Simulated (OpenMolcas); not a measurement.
Ag4+ (d7) among equal point charges was computed by CASSCF with the d shell active (OpenMolcas, ANO-RCC-VTZP on the metal). Its lowest spin-free states, and all those of the highest spin:

```csv
2S+1,Degeneracy,E (cm-1)
4,1,0.0
4,2,596.4
4,1,3240
4,1,5829
4,2,6707
2,1,17056
2,1,17906
2,2,17948
4,2,18450
2,2,19116
2,1,19241
2,1,20902
4,1,30233
```

Q: Is the site octahedral, tetrahedral or cube-like, axial, or of lower symmetry?

A: The states with 2S+1 = 4 have orbital degeneracies 1, 2, 1, 1, 2, 2, 1. There are pairs but no triples, so the site is axial: not cubic, but with a proper or improper axis of order three or more. The run had Ag4+ among 4 point charges of -2.5 e arranged as a square (D4h), 2.35 Å from the ion.

Spin-orbit coupling mixes the spin-free states strongly: the lowest level takes only 56 % from its leading state, 4A2. Without dynamic correlation the repulsion within the d shell is too large (B by tens of per cent), so at a given field states of lower spin stand too high. Point charges give a weaker field than real ligands, and real ions of this kind are as a rule low spin; the high spin found here belongs to the model. This is an electrostatic model: the charges have no orbitals. No measured value stands beside these numbers.
